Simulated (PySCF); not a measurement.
Excitations are Tamm–Dancoff values on a coarser integration grid. The basis has no diffuse functions, so Rydberg states are missing or too high.

Species: BI3, SMILES `IB(I)I` (charge 0, multiplicity 1).

Task: Estimate the HOMO–LUMO gap, S1–T1 gap (TDA) and S1 excitation (TDA) that PySCF with PBE0-D3(BJ)/def2-TZVP returns for this input.

Result: 
* **HOMO–LUMO gap**: 4.87 eV
* **S1–T1 gap (TDA)**: 0.15 eV
* **S1 excitation (TDA)**: 3.55 eV
